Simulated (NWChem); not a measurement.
Species: CH₂F₂OSi; SMILES O=C[SiH](F)F

```xyz
7

O      0.2253    -2.2903     0.0000
C     -0.4844    -1.2999     0.0000
Si     0.3263     0.4536     0.0000
F     -0.1905     1.2716     1.3118
F     -0.1905     1.2716    -1.3118
H     -1.6180    -1.3934     0.0000
H      1.8147     0.3746     0.0000
```
Atoms are numbered in this order, from 1.

Program: NWChem. Pople sets run with spherical d functions. All runs use the structure optimised with PBE-D3(BJ)/def2-SVP. Atomic charges in e: unrestrained fits to the electrostatic potential beside Mulliken populations; buried atoms are poorly determined by the fit.

Question: Estimate the computed values for Hartree-Fock/6-31G*. Quantities: ESP O1; Mulliken O1; ESP C2; Mulliken C2; ESP Si3; Mulliken Si3; ESP F4; Mulliken F4; ESP F5; Mulliken F5; relative RMS misfit of the potential (%).

Answer: 
```
Item                                      Result
----------------------------------------  ------
ESP O1                                     -0.44
Mulliken O1                                -0.45
ESP C2                                      0.26
Mulliken C2                                 0.03
ESP Si3                                     0.97
Mulliken Si3                                1.43
ESP F4                                     -0.36
Mulliken F4                                -0.53
ESP F5                                     -0.36
Mulliken F5                                -0.53
relative RMS misfit of the potential (%)      18
```
